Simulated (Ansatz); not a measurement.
`[OH][GeH2][CH2][SiH3]` and `[SiH3][CH2][GeH2][SH]` differ in one atom or group.

Ansatz, PBE0-D4/def2-TZVP geometries, multiplicity 1. Each molecule was computed in one conformer, which needn't be the lowest.

Scalar relativity is left out up to krypton.

```csv
property,`[OH][GeH2][CH2][SiH3]`
LUMO energy (PBE/def2-TZVPP) / eV,-0.67
LUMO energy (PBE0/def2-TZVPP) / eV,0.19
HOMO–LUMO gap (ωB97M-V/def2-TZVPP) / eV,12.33
HOMO–LUMO gap (PBE/def2-TZVPP) / eV,6.03
HOMO–LUMO gap (PBE0/def2-TZVPP) / eV,8.39
HOMO energy (PBE0/def2-TZVPP) / eV,-8.20
```

(1) What does the change do to each property? (Estimate.)

## Answers

(1) The calculation gave: 
```tsv
property	`[SiH3][CH2][GeH2][SH]`	shift
LUMO energy (PBE/def2-TZVPP) / eV	-0.66	0.01
LUMO energy (PBE0/def2-TZVPP) / eV	0.27	0.08
HOMO–LUMO gap (ωB97M-V/def2-TZVPP) / eV	11.29	-1.04
HOMO–LUMO gap (PBE/def2-TZVPP) / eV	5.38	-0.65
HOMO–LUMO gap (PBE0/def2-TZVPP) / eV	7.53	-0.86
HOMO energy (PBE0/def2-TZVPP) / eV	-7.26	0.94
```

With PBE0 the HOMO rises by 0.94 eV and the LUMO rises by 0.08 eV, so the gap narrows by about 0.86 eV. PBE moves the HOMO by 0.67 eV and ωB97M-V by 1.02 eV.
